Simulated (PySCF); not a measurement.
# Radial density of B (boron, neutral)

UHF, [He] 2s2 2p1, 2P determinant. Computed with PySCF 2.14 in cc-pVTZ, with no relativity, point nucleus.

```
r (bohr)  4πr²ρ (e/bohr)  4πr²(ρα − ρβ)
 0.00612         0.03179         0.0000
  0.0103         0.08663         0.0000
  0.0173          0.2278         0.0000
  0.0291          0.5739        -0.0001
  0.0490           1.332        -0.0001
  0.0824           2.715         0.0003
   0.139           4.435         0.0025
   0.233           5.059         0.0125
   0.392           3.227         0.0498
   0.660           1.097         0.1682
    1.11           1.220         0.3712
    1.87           1.362         0.4084
    3.14          0.4619         0.1675
    5.28         0.03350         0.0182
    8.88       5.938e-05         0.0001
```
